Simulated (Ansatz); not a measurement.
`CCB(O)BCl` + `N=C=O` → `O=C=NBCl` + `CCBO`  (cleavage of the B–B bond)

Calculated with Ansatz (gas phase, PBE0-D4/def2-TZVP geometries, no zero-point term in ΔE). CCSD(T)/CBS adds triple-zeta CCSD(T) − MP2 to the extrapolated MP2 energy (def2 sets, frozen cores). This one scheme is used for every species. DFT in def2-TZVPP. One conformer a species, not always the lowest.

```csv
species,LC-ωPBE energy (Eh)
`CCB(O)BCl`,-665.45361
`N=C=O`,-168.64235
`O=C=NBCl`,-653.63622
`CCBO`,-180.51005
```

(1) Work out ΔE.

Largest T1 diagnostic among the species: 0.018.

Answers

(1) ΔE = (-653.63622) + (-180.51005) − (-665.45361) − (-168.64235) = -0.05031 Eh = -1.37 eV. CCSD(T)/CBS gives -1.34 eV.

At CCSD(T), def2-SVP lies −0.16 eV from the extrapolated value and def2-TZVPP −0.01 eV. Leaving LDA and LC-ωPBE aside and taking each functional with its dispersion term where it has one, the values, not all of them listed here, spread over 0.16 eV, from BHLYP-D4 to revPBE-D4. The D4 term adds +0.04 eV with B3LYP and +0.03 eV with PBE0; it sums over pairs of atoms, weighted by their polarisabilities, and B3LYP, whose exchange is more repulsive, gets the larger term.

B3LYP here is the variant with VWN-RPA as its local correlation; programs differ in this.
